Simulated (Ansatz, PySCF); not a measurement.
Pair of molecules: CH4O (SMILES CO) (first 6 atoms) with H4OSi (SMILES O[SiH3]); geometry from B3LYP-D3(BJ)/def2-TZVP, rigid monomers moved along the line of their centres of mass till O2···H9 is 3.20 Å.
(charge 0, multiplicity 1):
```csv
atom,x (Å),y (Å),z (Å)
C,-0.0629,0.0915,0.1839
O,-0.9976,0.3478,1.2362
H,-0.1007,-0.9507,-0.1428
H,0.9253,0.2959,0.5903
H,-0.2389,0.7514,-0.6690
H,-1.8898,0.1680,0.9225
O,0.4300,-1.3130,4.7745
Si,1.5245,-0.5188,5.7035
H,0.0090,-0.8221,4.0448
H,2.6146,0.0781,4.8849
H,2.1069,-1.5129,6.6306
H,0.9115,0.5804,6.4935
```

Monomers are frozen at their geometry in the pair; levels with a basis set take the counterpoise correction.

Codes used: Ansatz (a program for electronic structure) with Gaussian orbitals; PySCF for the dispersion terms. Values without a source in brackets are computed.

Q: Estimate the interaction energy that wB97M-V/def2-TZVPPD returns for this input.

A: -94 meV

Q: What interaction energy does PBE/def2-TZVPPD give?

A: -86 meV

Q: What interaction energy does PBE-D4/def2-TZVPPD give?

A: -98 meV
